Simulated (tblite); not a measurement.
Here is a computed GFN2-xTB geometry (Å):
```
atom  x, y, z in Å
C1    -2.5763    1.0473   -0.1063
C2    -1.6571   -0.1576   -0.2593
C3    -0.1763    0.2113   -0.1988
S4     0.2196    0.9405    1.4438
C5     0.7369   -0.9670   -0.5042
Si6    2.5992   -0.5402   -0.6132
O7     3.1969   -0.0587    0.8120
H8    -2.4071    1.5405    0.8484
H9    -2.3933    1.7671   -0.9013
H10   -3.6169    0.7366   -0.1551
H11   -1.8769   -0.8923    0.5212
H12   -1.8458   -0.6355   -1.2244
H13    0.0242    1.0346   -0.8902
H14   -0.0112   -0.1721    2.1414
H15    0.5719   -1.7453    0.2459
H16    0.4174   -1.3902   -1.4581
H17    2.7417    0.5083   -1.6274
H18    3.3535   -1.7510   -0.9000
H19    2.6896    0.5330    1.3713
```

Neutral, closed shell.

Task: Which heavy atoms are bonded, and with what formal order?

Result: C1–C2 1.52 Å (single); C2–C3 1.53 Å (single); C3–S4 1.84 Å (single); C3–C5 1.52 Å (single); C5–Si6 1.91 Å (single); Si6–O7 1.62 Å (single). Bonds to hydrogen (Å): C1–H8 1.09; C1–H9 1.09; C1–H10 1.09; C2–H11 1.09; C2–H12 1.09; C3–H13 1.09; S4–H14 1.33; C5–H15 1.09; C5–H16 1.09; Si6–H17 1.47; Si6–H18 1.46; O7–H19 0.96.

Task: Write the SMILES.

Result: `CC[C@@H](S)C[SiH2]O`, C4H12OSSi. Among its features: thiol, Si–H bond and C–Si bond.

Task: Name the point group.

Result: C1 (no symmetry element, even within 0.4 Å).

Task: Describe the place of each heavy atom.

Result: C1: methyl carbon; C2: chain CH2 carbon; C3: sp3 carbon bound to sulfur; S4: thiol sulfur; C5: sp3 carbon bound to silicon; Si6: oxygen-bound silicon; O7: silanol oxygen.

Task: What is the arrangement about O7?

Result: It has 2 neighbours (Si6, H19) and is bent (angle 120.1°).

Task: What is the arrangement about C3?

Result: It has 4 neighbours (C2, S4, C5, H13) and is distorted tetrahedral (angles from 103.1° to 112.8°).
